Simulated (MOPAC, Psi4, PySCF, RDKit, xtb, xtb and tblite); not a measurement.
Two geometries of CH5ClSi, SMILES C[SiH2]Cl, singlet, relaxed at GFN2-xTB with one dihedral held; other torsions can differ between them too.

Structure A

```
8

C      1.0162     0.0213    -0.1363
Si    -0.8507    -0.1934     0.1316
Cl    -1.6710    -0.9691    -1.5447
H      1.2503     0.2119    -1.1805
H      1.4086     0.8452     0.4515
H      1.5614    -0.8732     0.1547
H     -1.4948     1.0977     0.3662
H     -1.1232    -1.1103     1.2363
```

Structure B

```
8

C      1.0511    -0.0010    -0.1283
Si    -0.8187    -0.2228     0.1217
Cl    -1.2237    -2.1863     0.3807
H      1.3016     0.1138    -1.1795
H      1.4091     0.8888     0.3816
H      1.6130    -0.8481     0.2554
H     -1.5670     0.2402    -1.0450
H     -1.2712     0.4700     1.3271
```

Task: Which is lower in energy at the level DF-MP2 (frozen core)/cc-pVTZ // GFN2-xTB run with Psi4 1.11, and by how much?

Result: A is lower, by 0.41 kcal/mol (dihedral H4–C1–Si2–Cl3: 30° in A, 100° in B).

E(B) − E(A) in kcal/mol at the other levels, on the same two geometries: GFN2-xTB (xtb and tblite) 0.20; MMFF94 // GFN2-xTB (RDKit) 0.47; B3LYP/def2-TZVP // GFN2-xTB (Psi4) 0.36; B3LYP-D3(BJ)/def2-TZVP // GFN2-xTB (Psi4) 0.37; PBE/def2-TZVP // GFN2-xTB (Psi4) 0.34; PBE-D3(BJ)/def2-TZVP // GFN2-xTB (Psi4) 0.35; wB97X-D/def2-TZVP // GFN2-xTB (Psi4) 0.35; HF/cc-pVTZ // GFN2-xTB (Psi4) 0.41; UFF // GFN2-xTB (RDKit) 0.46; AM1, restricted, heats of formation // GFN2-xTB (MOPAC) 0.10; PM3, restricted, heats of formation // GFN2-xTB (MOPAC) 0.11; GFN1-xTB // GFN2-xTB (xtb) 0.31; restricted B3LYP/6-31G*, spherical d // GFN2-xTB (PySCF) 0.34; restricted MP2 (frozen core)/6-31G*, spherical d // GFN2-xTB (PySCF) 0.39; restricted MP2 (frozen core)/3-21G // GFN2-xTB (PySCF) 0.35; restricted B3LYP/3-21G // GFN2-xTB (PySCF) 0.31.

MMFF94 has few fitted parameters for silicon.
